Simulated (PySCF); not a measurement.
Computed with PBE-D3(BJ)/def2-TZVP in PySCF. Isolated molecules, 0 K electronic values unless said otherwise. One relaxed conformer stands for a flexible species; it need not be the lowest. 

Reference species (SMILES): `[OH][SnH]([OH])[OH]` (neutral, multiplicity 1).

| Property | Result |
|---|---|
| HOMO | -7.07 eV |

Changed species: `[OH][SnH3]` (1 of 4 H replaced by OH; the reference has 3 of 4 H replaced by OH).

Task: Predict the effect on the HOMO.

Result: the HOMO increases by 0.49 eV, to -6.58 eV.
